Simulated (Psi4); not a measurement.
I₃In, charge +1, doublet, geometry from GFN2-xTB (such geometries of metal compounds can be far from the true shape) (a state made from the parent by changing its charge; the spin is typed, not shown lowest) (core potentials on I, In).

The Psi4 input:
```
memory 2 GB

molecule {
1 2
In   -0.00000000    0.00000000    0.00000000
I     2.59339744   -0.42076413   -0.82340452
I    -0.95084291   -1.26327639    2.25405818
I    -1.64255453    1.68404052   -1.43065366
}

set {
  basis def2-sv(p)
  reference uks
}

energy('b3lyp')
print_variables()
```

Problem. What does this run give for the <S^2>, total energy, number of basis functions, nuclear repulsion energy?

Solution. 
```
Quantity                            Result
-------------------------  ---------------
<S^2>                                0.753
total energy               -1083.402157 Ha
number of basis functions              104
nuclear repulsion energy       510.7679 Eh
```

These values belong to the state on which the SCF converged, which isn't shown to be the lowest.
